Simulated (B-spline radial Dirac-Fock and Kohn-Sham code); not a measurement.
# Auger decay of the M2 hole in Ga²⁺

System: gallium as Ga²⁺ in the configuration [Ar] 3d10 4s1, inside a Watson sphere of charge -2 and radius 1.8 Å (a model of the Madelung potential; inside it an electron's potential energy is raised by 16.0 eV).

Method: one-electron (LDA, Dirac) transition rates at Dirac-Fock energies. Computed with a radial B-spline solver. Kinetic energies are configuration averages from the vacuum level; the two-hole energies are estimated from single-hole states.

| transition | kinetic energy (eV) | width (meV) | share (%) |
| --- | --- | --- | --- |
| M2-M4M4 | 38.50 | 613 | 15.7 |
| M2-M4M5 | 38.58 | 3020 | 77.5 |
| M2-M5M5 | 39.28 | 84.7 | 2.2 |
| M2-M4N1 | 65.49 | 153 | 3.9 |
| M2-M5N1 | 65.93 | 25.3 | 0.6 |

Coster-Kronig rates are the weakest part of this model and often come out 1.5 to 2.5 times too large. Super-Coster-Kronig decay this fast strains the one-particle picture, and such widths tend to come out too large. The listed channels hold 100 % of the non-radiative rate. Summed by principal shells, of 3.90 eV in all: MMM 95.4 %, MMN 4.6 %.
